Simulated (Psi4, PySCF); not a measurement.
C2H3F3Si2 (SMILES F[Si](F)(F)C#C[SiH3]), singlet, geometry from GFN2-xTB, atoms displaced at random by about 0.08 Å a coordinate. Base run: B3LYP/STO-3G, gradient run with PySCF.

Input for PySCF:
```python
from pyscf import gto, scf, dft

mol = gto.M(
    atom='''
Si    3.527036   -0.429680    0.047072
C     1.576608   -0.358681   -0.030459
C     0.388208   -0.078898   -0.017944
Si   -1.339631    0.193688    0.040294
F    -1.951356    1.619104    0.041790
F    -2.089806   -0.551300    1.116088
F    -2.129256   -0.490602   -1.303489
H     3.776380   -1.857601   -0.083631
H     3.869388    0.511211   -1.167851
H     4.049088    0.073049    1.399691
''',
    basis='sto-3g',
    charge=0,
    spin=0,
    verbose=3,
)

mf = dft.RKS(mol)
mf.xc = 'b3lyp'
mf.kernel()
g = mf.nuc_grad_method()
grad = g.kernel()
```

Programs used: Psi4, PySCF; a row that names a program was run with it.

The coordinate followed is z of atom 5.

Variants of this job, named by their change:

```csv
change,dE/dx (Eh/bohr),net force (Eh/bohr)
base,-0.003313,0.000256
grids.level = 5; grid_response = off,-0.003314,0.000035
density fitting = on,-0.003314,0.000256
grids.level = 5; grid_response = on,-0.003314,0.000000
conv_tol = 1e-6,-0.003314,0.000256
code = psi4,-0.003253,0.000723
finite difference step (bohr) = 1e-3; conv_tol = 1e-11,-0.003312,-
grids.level = 0; grid_response = off,-0.003208,0.005688
conv_tol = 1e-11,-0.003314,0.000256
grid_response = on,-0.003312,0.000000
finite difference step (bohr) = 1e-4; conv_tol = 1e-11,-0.003312,-
finite difference step (bohr) = 0.05; conv_tol = 1e-11,-0.003313,-
```

The net force is zero for an exact gradient.
